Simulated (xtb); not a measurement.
C₆H₁₈Si₂, charge -1, quartet, geometry from GFN2-xTB of the parent state (a state made from the parent by changing its charge; the spin is typed, not shown lowest); GFN1-xTB (xtb).

Here is a job for xtb.
```
$ xtb mol.xyz --gfn 1 --chrg -1 --uhf 3 --json

# file mol.xyz
26

C     -1.79159512    -0.93833522    -1.43386400
Si    -1.06917934    -0.43040656     0.29206537
C     -2.05352088     1.17845297     0.74075825
C     -2.19415968    -1.69311633     1.38783223
Si     1.06917934     0.43040656    -0.29206537
C      1.79159512     0.93833522     1.43386400
C      2.19415968     1.69311633    -1.38783223
C      2.05352088    -1.17845297    -0.74075825
H     -1.34065649    -1.86662374    -1.77694072
H     -1.58347434    -0.18401365    -2.18775524
H     -2.86840908    -1.09220699    -1.40919480
H     -3.13103171     1.02806535     0.72642940
H     -1.78877979     1.52137041     1.73833907
H     -1.82434390     1.98784441     0.05298029
H     -3.26341194    -1.60467754     1.18361219
H     -1.91785052    -2.73175231     1.20052682
H     -2.05747268    -1.51800319     2.45594903
H      2.86840908     1.09220699     1.40919480
H      1.34065649     1.86662374     1.77694072
H      1.58347434     0.18401365     2.18775524
H      2.05747268     1.51800319    -2.45594903
H      1.91785052     2.73175231    -1.20052682
H      3.26341194     1.60467754    -1.18361219
H      1.78877979    -1.52137041    -1.73833907
H      1.82434390    -1.98784441    -0.05298029
H      3.13103171    -1.02806535    -0.72642940
```

Question: Write the output that xtb gives for this input, abridged.

Answer: 
```
   ID    Z sym.   atoms
    1    6 C      1, 3, 4, 6-8
    2   14 Si     2, 5
    3    1 H      9-26

           -------------------------------------------------
          |                Calculation Setup                |
           -------------------------------------------------

           -------------------------------------------------
          |                 G F N 1 - x T B                 |
           -------------------------------------------------

          ...................................................
          :                      SETUP                      :
          :.................................................:
          :  # basis functions                  80          :
          :  # atomic orbitals                  78          :
          :  # shells                           54          :
          :  # electrons                        51          :
          :  # halogen bonds                     0          :
          :  max. iterations                   250          :
          :  Hamiltonian                  GFN1-xTB          :
          :  restarted?                      false          :
          :  GBSA solvation                  false          :
          :  PC potential                    false          :
          :  electronic temp.          300.0000000     K    :
          :  accuracy                    1.0000000          :
          :  -> integral cutoff          0.2500000E+02      :
          :  -> integral neglect         0.1000000E-07      :
          :  -> SCF convergence          0.1000000E-05 Eh   :
          :  -> wf. convergence          0.2000000E-04 e    :
          :  Broyden damping             0.4000000          :
          :  net charge                         -1          :
          :  unpaired electrons                  3          :
          ...................................................

 iter      E             dE          RMSdq      gap      omega  full diag
   1    -26.3979460 -0.263979E+02  0.770E+00    1.34       0.0  T
   2    -26.4141932 -0.162472E-01  0.468E+00    1.29       1.0  T
   3    -26.4152084 -0.101521E-02  0.473E-01    1.41       1.0  T
   4    -26.4164676 -0.125920E-02  0.731E-02    1.33       1.0  T
   5    -26.4165311 -0.635521E-04  0.879E-03    1.35       2.2  T
   6    -26.4165316 -0.503997E-06  0.297E-03    1.35       6.6  T
   7    -26.4165317 -0.528767E-07  0.183E-04    1.35     107.2  T
   8    -26.4165317 -0.248168E-09  0.430E-05    1.35     456.3  T

   *** convergence criteria satisfied after 8 iterations ***

         :::::::::::::::::::::::::::::::::::::::::::::::::::::
         ::                     SUMMARY                     ::
         :::::::::::::::::::::::::::::::::::::::::::::::::::::
         :: total energy             -26.073220649293 Eh    ::
         :: gradient norm              0.057673312807 Eh/a0 ::
         :: HOMO-LUMO gap              1.346643574899 eV    ::
         ::.................................................::
         :: SCC energy               -26.416531688173 Eh    ::
         :: -> electrostatic           0.084426753761 Eh    ::
         :: repulsion energy           0.355649367457 Eh    ::
         :: dispersion energy         -0.012338328577 Eh    ::
         :: halogen bond corr.         0.000000000000 Eh    ::
         :: add. restraining           0.000000000000 Eh    ::
         :: total charge              -0.999999999995 e     ::
         :::::::::::::::::::::::::::::::::::::::::::::::::::::

           -------------------------------------------------
          |                Property Printout                |
           -------------------------------------------------

    * Orbital Energies and Occupations

         #    Occupation            Energy/Eh            Energy/eV
      -------------------------------------------------------------
         1        2.0000           -0.4730884             -12.8734
[...]
     1C    -0.15636 -0.27053   1.018  3.138  0.000
     2Si    0.00941 -0.13009   1.279  1.948  0.764
     3C    -0.15643 -0.27061   1.019  3.138  0.000
     4C    -0.20032 -0.31935   1.017  3.184  0.000
     5Si    0.00941 -0.13009   1.279  1.948  0.764
     6C    -0.15636 -0.27053   1.018  3.138  0.000
     7C    -0.20032 -0.31935   1.017  3.184  0.000
     8C    -0.15643 -0.27061   1.019  3.138  0.000
     9H    -0.00828  0.04646   1.008  0.000  0.000
    10H     0.00076  0.05590   0.999  0.000  0.000
    11H     0.00877  0.06310   0.991  0.000  0.000
    12H     0.00879  0.06312   0.991  0.000  0.000
    13H    -0.00786  0.04685   1.008  0.000  0.000
    14H     0.00014  0.05529   1.000  0.000  0.000
    15H     0.00598  0.05875   0.994  0.000  0.000
    16H    -0.00230  0.05057   1.002  0.000  0.000
    17H    -0.00231  0.05055   1.002  0.000  0.000
    18H     0.00877  0.06310   0.991  0.000  0.000
    19H    -0.00828  0.04646   1.008  0.000  0.000
    20H     0.00076  0.05590   0.999  0.000  0.000
    21H    -0.00231  0.05055   1.002  0.000  0.000
    22H    -0.00230  0.05057   1.002  0.000  0.000
    23H     0.00598  0.05875   0.994  0.000  0.000
    24H    -0.00786  0.04685   1.008  0.000  0.000
    25H     0.00014  0.05529   1.000  0.000  0.000
    26H     0.00879  0.06312   0.991  0.000  0.000

Wiberg/Mayer (AO) data.
largest (>0.10) Wiberg bond orders for each atom

 ---------------------------------------------------------------------------
     #   Z sym  total        # sym  WBO       # sym  WBO       # sym  WBO
 ---------------------------------------------------------------------------
     1   6 C    3.938 --     9 H    0.959    10 H    0.958    11 H    0.952
                             2 Si   0.894
     2  14 Si   4.485 --     5 Si   1.164     4 C    0.923     3 C    0.895
                             1 C    0.894
     3   6 C    3.937 --    13 H    0.959    14 H    0.958    12 H    0.951
                             2 Si   0.895
     4   6 C    3.910 --    16 H    0.966    17 H    0.966    15 H    0.961
                             2 Si   0.923
     5  14 Si   4.485 --     2 Si   1.164     7 C    0.923     8 C    0.895
                             6 C    0.894
     6   6 C    3.938 --    19 H    0.959    20 H    0.958    18 H    0.952
                             5 Si   0.894
     7   6 C    3.910 --    22 H    0.966    21 H    0.966    23 H    0.961
                             5 Si   0.923
     8   6 C    3.937 --    24 H    0.959    25 H    0.958    26 H    0.951
                             5 Si   0.895
     9   1 H    1.060 --     1 C    0.959
    10   1 H    1.039 --     1 C    0.958
    11   1 H    1.005 --     1 C    0.952
    12   1 H    1.005 --     3 C    0.951
    13   1 H    1.057 --     3 C    0.959
    14   1 H    1.040 --     3 C    0.958
    15   1 H    1.005 --     4 C    0.961
    16   1 H    1.020 --     4 C    0.966
    17   1 H    1.020 --     4 C    0.966
    18   1 H    1.005 --     6 C    0.952
    19   1 H    1.060 --     6 C    0.959
    20   1 H    1.039 --     6 C    0.958
    21   1 H    1.020 --     7 C    0.966
    22   1 H    1.020 --     7 C    0.966
    23   1 H    1.005 --     7 C    0.961
    24   1 H    1.057 --     8 C    0.959
    25   1 H    1.040 --     8 C    0.958
    26   1 H    1.005 --     8 C    0.951
 ---------------------------------------------------------------------------

Topologies differ in total number of bonds
Writing topology from bond orders to xtbtopo.mol

 dipole moment from electron density (au)
     X       Y       Z
  -0.0000   0.0000  -0.0000  total (Debye):    0.000

           -------------------------------------------------
          | TOTAL ENERGY              -26.073220649293 Eh   |
          | GRADIENT NORM               0.057673312807 Eh/α |
          | HOMO-LUMO GAP               1.346643574899 eV   |
           -------------------------------------------------

normal termination of xtb
```
